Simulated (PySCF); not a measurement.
# Spinor energies of Ni¹⁰⁺ (nickel, charge +10)

Start: [Ar]. Calculated with PySCF 2.14 in an even-tempered Gaussian basis (20 s from 0.64 bohr⁻², ratio 2.4; 14 p from 0.83 bohr⁻², ratio 2.4; 5 d from 5.6 bohr⁻², ratio 2.6; 4 f from 8.4 bohr⁻², ratio 2.6): generalised Hartree-Fock with the X2C-1e Hamiltonian and a Gaussian nucleus; one run each with spin-orbit coupling (SO) switched off, then screened by Boettger's factors.

| spinor shell | electrons | ε, spin-free (eV) | ε, screened SO (eV) | weight of nominal j (screened SO) | rms radius, screened SO (bohr) |
| --- | --- | --- | --- | --- | --- |
| 1s1/2 | 2 | -8671.4 | -8671.3 | 1.000 | 0.0624 |
| 2s1/2 | 2 | -1325.4 | -1325.4 | 1.000 | 0.263 |
| 2p1/2 | 2 | -1174.1 | -1186.2 | 1.000 | 0.234 |
| 2p3/2 | 4 | -1174.1 | -1168.2 | 1.000 | 0.237 |
| 3s1/2 | 2 | -371.36 | -371.36 | 1.000 | 0.714 |
| 3p1/2 | 2 | -320.38 | -322.46 | 1.000 | 0.722 |
| 3p3/2 | 4 | -320.38 | -319.37 | 1.000 | 0.728 |

```csv
quantity,spin-free,screened SO
E (hartree),-1482.40866,-1482.44323
M_J,0,0
⟨J²⟩,0.000,0.000
⟨L²⟩,0.000,0.001
⟨S²⟩,0.000,0.001
```

Without spin-orbit coupling the j labels of p, d and f shells carry no meaning; the spin-free column gives the mean over the occupied spinors of each nl shell.
